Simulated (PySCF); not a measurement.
PySCF job for Cl2GeH4Si, SMILES Cl[SiH]([GeH3])Cl, C-PCM-ωB97X/def2-SVP. Coordinates come from a ωB97X-D3(BJ)/def2-SVP optimisation. The structure was generated by enumeration, and PubChem lists no compound with its InChIKey, so it may never have been made.

```python
import numpy as np
from pyscf import gto, scf, dft
from pyscf.solvent import pcm

mol = gto.M(
    atom='''
    Si    0.59486899    0.58164291   -0.00000000
    Cl    1.48964826   -0.21406979    1.68018245
    Cl    1.48964826   -0.21406979   -1.68018244
    Ge   -1.66761879   -0.07008373   -0.00000000
    H     0.84630561    2.04266025   -0.00000001
    H    -2.37043398    0.46901143   -1.25384352
    H    -2.37043398    0.46901143    1.25384352
    H    -1.71784286   -1.60263165    0.00000000
    ''',
    basis='def2-SVP',
    charge=0,
    spin=0,
    max_memory=1600,
    verbose=3,
)
mf = dft.RKS(mol, xc='wb97x').density_fit(auxbasis='def2-universal-jkfit')
mf.grids.level = 3
mf.conv_tol = 1e-9
mf.max_cycle = 100
mf.kernel()
res = {}
for name, eps in {'water': 78.355, 'ethylethanoate': 5.9867, 'n-hexane': 1.8819}.items():
    s = mf.PCM()
    s.with_solvent.method, s.with_solvent.eps, s.with_solvent.lebedev_order = 'C-PCM', eps, 29
    s.kernel(mf.make_rdm1())
    res[name] = (s.e_tot, eps, s.dip_moment(), s.mo_energy, s.converged)
    print(f'{name}: electrostatic solvation free energy {(s.e_tot - mf.e_tot) * 627.509474:.3f} kcal/mol')
```

Output:

```
converged SCF energy = -3288.7922708095

WARN: PCM is an experimental feature. It is still in testing.
Features and APIs may be changed in the future.

converged SCF energy = -3288.79470200556
Dipole moment(X, Y, Z, Debye): -1.79892,  1.20181, -0.00000
water: electrostatic solvation free energy -1.526 kcal/mol

WARN: PCM is an experimental feature. It is still in testing.
Features and APIs may be changed in the future.

converged SCF energy = -3288.79426784461
Dipole moment(X, Y, Z, Debye): -1.72285,  1.13216, -0.00000
ethylethanoate: electrostatic solvation free energy -1.253 kcal/mol

WARN: PCM is an experimental feature. It is still in testing.
Features and APIs may be changed in the future.

converged SCF energy = -3288.79333081331
Dipole moment(X, Y, Z, Debye): -1.56441,  0.99416, -0.00000
n-hexane: electrostatic solvation free energy -0.665 kcal/mol
```

The calculation finished and met its thresholds.

Cost: very roughly 80 core-seconds.
